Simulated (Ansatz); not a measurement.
Two isomers of C3H8Si: A = `CC(C)[SiH]`, B = `CC[Si]C`.

Program: Ansatz. Geometries: PBE0-D4/def2-TZVP. ΔE: electronic, gas phase. CCSD(T)/CBS adds triple-zeta CCSD(T) − MP2 to the extrapolated MP2 energy (def2 sets, frozen cores). DFT in def2-TZVPP. Each species was taken in one conformer, which may not be the lowest.

(1) Which is lower in electronic energy at CCSD(T)/CBS, and by how much? (An estimate is asked.)

(2) Give E(B) − E(A) in kJ/mol with BLYP-D4, B2PLYP, r2SCAN-D4, CCSD(T)/def2-TZVPP, MP2/def2-TZVPP, CCSD(T)/def2-SVP, HF/def2-TZVPP. (Best estimate.)

(3) Does the order hold for the free energy at 298.15 K (harmonic terms from PBE0-D4)? (Estimate.)

Largest T1 diagnostic: 0.012.

Results:

(1) Ansatz gave: B, by 47.1 kJ/mol.

(2) Computed: BLYP-D4 -48.1, B2PLYP -47.9, r2SCAN-D4 -41.4, CCSD(T)/def2-TZVPP -44.9, MP2/def2-TZVPP -41.1, CCSD(T)/def2-SVP -38.9, HF/def2-TZVPP -61.3. None reverses the order clearly.

(3) Ansatz gave: Yes: G(B) − G(A) = -52.5 kJ/mol, for one conformer each.

At CCSD(T), def2-SVP lies +8.2 kJ/mol from the extrapolated value and def2-TZVPP +2.2 kJ/mol. In def2-TZVPP, CCSD(T) changes the Hartree–Fock value by +16.4 kJ/mol (the triples alone add +3.4 kJ/mol) and MP2 by +20.2 kJ/mol.
